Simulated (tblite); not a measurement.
Parent: `[CH3:1][O:2][C@@H:3]1[CH2:4][C@@H:5]([C:6]#[N:7])[SiH2:8][SiH2:9]1` with C1–O2–C3–C4 -75°, O2–C3–C4–C5 -56°, C3–C4–C5–C6 -175°, C4–C5–Si8–Si9 23°, C5–Si8–Si9–C3 5°, C5H11NOSi2.

The geometries are computed with GFN2-xTB (gas phase). One conformer each, not checked by frequencies here.

```
coordinate of the parent    value
                   C1–O2  1.404 Å
                   O2–C3  1.421 Å
                   C3–C4  1.532 Å
                   C4–C5  1.536 Å
                   C5–C6  1.426 Å
                   C6≡N7  1.146 Å
                  C5–Si8  1.943 Å
                 Si8–Si9  2.318 Å
                  C3–Si9  1.925 Å
                C1–O2–C3   115.7°
                O2–C3–C4   112.6°
               O2–C3–Si9   101.7°
               C4–C3–Si9   109.0°
                C3–C4–C5   110.3°
                C4–C5–C6   110.9°
               C4–C5–Si8   109.3°
               C6–C5–Si8   111.8°
                C5–C6–N7   178.6°
              C5–Si8–Si9    93.4°
              C3–Si9–Si8    92.4°
```

Problem. How does the shared frame change in `[CH3:1][CH2:2][O:3][C@@H:4]1[CH2:5][C@@H:6]([C:7]#[N:8])[SiH2:9][SiH2:10]1` with C1–C2–O3–C4 -175°, C2–O3–C4–C5 -74°, O3–C4–C5–C6 -56°, C4–C5–C6–C7 -174°, C5–C6–Si9–Si10 22°, C6–Si9–Si10–C4 5°, C6H13NOSi2? Atoms pair as C1 = C2, O2 = O3, C3 = C4, C4 = C5, C5 = C6, C6 = C7, N7 = N8, Si8 = Si9, Si9 = Si10 (parent first).

Solution. 
| parent | relative | value in the relative | change |
| --- | --- | --- | --- |
| C1–O2 | C2–O3 | 1.411 Å | +0.007 |
| O2–C3 | O3–C4 | 1.419 Å | -0.002 |
| C3–C4 | C4–C5 | 1.533 Å | +0.001 |
| C4–C5 | C5–C6 | 1.536 Å | 0.000 |
| C5–C6 | C6–C7 | 1.425 Å | -0.001 |
| C6≡N7 | C7≡N8 | 1.146 Å | 0.000 |
| C5–Si8 | C6–Si9 | 1.943 Å | 0.000 |
| Si8–Si9 | Si9–Si10 | 2.318 Å | 0.000 |
| C3–Si9 | C4–Si10 | 1.926 Å | +0.001 |
| C1–O2–C3 | C2–O3–C4 | 116.1° | +0.4 |
| O2–C3–C4 | O3–C4–C5 | 112.5° | -0.1 |
| O2–C3–Si9 | O3–C4–Si10 | 101.6° | -0.1 |
| C4–C3–Si9 | C5–C4–Si10 | 108.9° | -0.1 |
| C3–C4–C5 | C4–C5–C6 | 110.2° | -0.1 |
| C4–C5–C6 | C5–C6–C7 | 110.8° | -0.1 |
| C4–C5–Si8 | C5–C6–Si9 | 109.4° | +0.1 |
| C6–C5–Si8 | C7–C6–Si9 | 111.9° | +0.1 |
| C5–C6–N7 | C6–C7–N8 | 178.6° | 0.0 |
| C5–Si8–Si9 | C6–Si9–Si10 | 93.5° | +0.1 |
| C3–Si9–Si8 | C4–Si10–Si9 | 92.3° | -0.1 |

Of the parent's bonds, C1–O2 changes most (+0.007 Å). Bonds of the relative outside the shared frame: C1–C2 1.520 Å. Point group C1 → C1.

Problem. How does the shared frame change in `[CH3:1][O:2][C@@H:3]1[CH2:4][C@@H:5]([CH2:6][C:7]#[N:8])[SiH2:9][SiH2:10]1` with C1–O2–C3–C4 -153°, C4–C5–C6–C7 60°, O2–C3–C4–C5 -64°, C3–C4–C5–C6 -179°, C4–C5–Si9–Si10 26°, C5–Si9–Si10–C3 0°, C6H13NOSi2? Atoms pair as C1 = C1, O2 = O2, C3 = C3, C4 = C4, C5 = C5, C6 = C6, Si8 = Si9, Si9 = Si10 (parent first).

Solution. 
| parent | relative | value in the relative | change |
| --- | --- | --- | --- |
| C1–O2 | C1–O2 | 1.397 Å | -0.007 |
| O2–C3 | O2–C3 | 1.432 Å | +0.011 |
| C3–C4 | C3–C4 | 1.530 Å | -0.002 |
| C4–C5 | C4–C5 | 1.531 Å | -0.005 |
| C5–C6 | C5–C6 | 1.535 Å | +0.109 |
| C5–Si8 | C5–Si9 | 1.926 Å | -0.017 |
| Si8–Si9 | Si9–Si10 | 2.308 Å | -0.010 |
| C3–Si9 | C3–Si10 | 1.933 Å | +0.008 |
| C1–O2–C3 | C1–O2–C3 | 113.7° | -2.0 |
| O2–C3–C4 | O2–C3–C4 | 107.6° | -5.0 |
| O2–C3–Si9 | O2–C3–Si10 | 108.6° | +6.9 |
| C4–C3–Si9 | C4–C3–Si10 | 108.7° | -0.3 |
| C3–C4–C5 | C3–C4–C5 | 111.6° | +1.3 |
| C4–C5–C6 | C4–C5–C6 | 111.0° | +0.1 |
| C4–C5–Si8 | C4–C5–Si9 | 108.6° | -0.7 |
| C6–C5–Si8 | C6–C5–Si9 | 114.3° | +2.5 |
| C5–Si8–Si9 | C5–Si9–Si10 | 93.6° | +0.2 |
| C3–Si9–Si8 | C3–Si10–Si9 | 93.0° | +0.6 |

Of the parent's bonds, C5–C6 changes most (+0.109 Å). Bonds of the relative outside the shared frame: C6–C7 1.438, C7≡N8 1.144 Å. Point group C1 → C1.

Problem. How does the shared frame change in `[N:1]#[C:2][C@@H:3]1[CH2:4][C@H:5]([O:6][SiH3:7])[SiH2:8][SiH2:9]1` with C4–C5–O6–Si7 82°, C2–C3–C4–C5 -175°, C3–C4–C5–O6 171°, C4–C5–Si8–Si9 -26°, C5–Si8–Si9–C3 -1°, C4H11NOSi3? Atoms pair as O2 = O6, C3 = C5, C4 = C4, C5 = C3, C6 = C2, N7 = N1, Si8 = Si9, Si9 = Si8 (parent first).

Solution. 
```csv
parent,relative,value in the relative,change
O2–C3,O6–C5,1.409 Å,-0.012
C3–C4,C5–C4,1.531 Å,-0.001
C4–C5,C4–C3,1.533 Å,-0.003
C5–C6,C3–C2,1.427 Å,+0.001
C6≡N7,C2≡N1,1.146 Å,0.000
C5–Si8,C3–Si9,1.946 Å,+0.003
Si8–Si9,Si9–Si8,2.321 Å,+0.003
C3–Si9,C5–Si8,1.931 Å,+0.006
O2–C3–C4,O6–C5–C4,110.7°,-1.9
O2–C3–Si9,O6–C5–Si8,108.3°,+6.6
C4–C3–Si9,C4–C5–Si8,109.4°,+0.4
C3–C4–C5,C5–C4–C3,111.2°,+0.9
C4–C5–C6,C4–C3–C2,110.6°,-0.3
C4–C5–Si8,C4–C3–Si9,109.0°,-0.3
C6–C5–Si8,C2–C3–Si9,111.1°,-0.7
C5–C6–N7,C3–C2–N1,178.2°,-0.4
C5–Si8–Si9,C3–Si9–Si8,92.6°,-0.8
C3–Si9–Si8,C5–Si8–Si9,93.5°,+1.1
```

Of the parent's bonds, O2–C3 changes most (-0.012 Å). Bonds of the relative outside the shared frame: O6–Si7 1.619 Å. Point group C1 → C1.

Problem. How does the shared frame change in `[CH3:1][O:2][C:3]1=[CH:4][C@H:5]([C:6]#[N:7])[SiH2:8][SiH2:9]1` with C1–O2–C3–C4 3°, C5H9NOSi2? Atoms pair as C1 = C1, O2 = O2, C3 = C3, C4 = C4, C5 = C5, C6 = C6, N7 = N7, Si8 = Si8, Si9 = Si9 (parent first).

Solution. 
```json
{"parent": "C1–O2", "relative": "C1–O2", "value in the relative": "1.408 Å", "change": "+0.004"}
{"parent": "O2–C3", "relative": "O2–C3", "value in the relative": "1.362 Å", "change": "-0.059"}
{"parent": "C3–C4", "relative": "C3=C4", "value in the relative": "1.334 Å", "change": "-0.198"}
{"parent": "C4–C5", "relative": "C4–C5", "value in the relative": "1.508 Å", "change": "-0.028"}
{"parent": "C5–C6", "relative": "C5–C6", "value in the relative": "1.431 Å", "change": "+0.005"}
{"parent": "C6≡N7", "relative": "C6≡N7", "value in the relative": "1.146 Å", "change": "0.000"}
{"parent": "C5–Si8", "relative": "C5–Si8", "value in the relative": "1.947 Å", "change": "+0.004"}
{"parent": "Si8–Si9", "relative": "Si8–Si9", "value in the relative": "2.312 Å", "change": "-0.006"}
{"parent": "C3–Si9", "relative": "C3–Si9", "value in the relative": "1.898 Å", "change": "-0.027"}
{"parent": "C1–O2–C3", "relative": "C1–O2–C3", "value in the relative": "118.4°", "change": "+2.7"}
{"parent": "O2–C3–C4", "relative": "O2–C3–C4", "value in the relative": "126.5°", "change": "+13.9"}
{"parent": "O2–C3–Si9", "relative": "O2–C3–Si9", "value in the relative": "113.4°", "change": "+11.7"}
{"parent": "C4–C3–Si9", "relative": "C4–C3–Si9", "value in the relative": "120.1°", "change": "+11.1"}
{"parent": "C3–C4–C5", "relative": "C3–C4–C5", "value in the relative": "122.6°", "change": "+12.3"}
{"parent": "C4–C5–C6", "relative": "C4–C5–C6", "value in the relative": "107.9°", "change": "-3.0"}
{"parent": "C4–C5–Si8", "relative": "C4–C5–Si8", "value in the relative": "111.7°", "change": "+2.4"}
{"parent": "C6–C5–Si8", "relative": "C6–C5–Si8", "value in the relative": "109.9°", "change": "-1.9"}
{"parent": "C5–C6–N7", "relative": "C5–C6–N7", "value in the relative": "178.1°", "change": "-0.5"}
{"parent": "C5–Si8–Si9", "relative": "C5–Si8–Si9", "value in the relative": "93.8°", "change": "+0.4"}
{"parent": "C3–Si9–Si8", "relative": "C3–Si9–Si8", "value in the relative": "91.5°", "change": "-0.9"}
```

Of the parent's bonds, C3–C4 changes most (-0.198 Å). Point group C1 → C1.
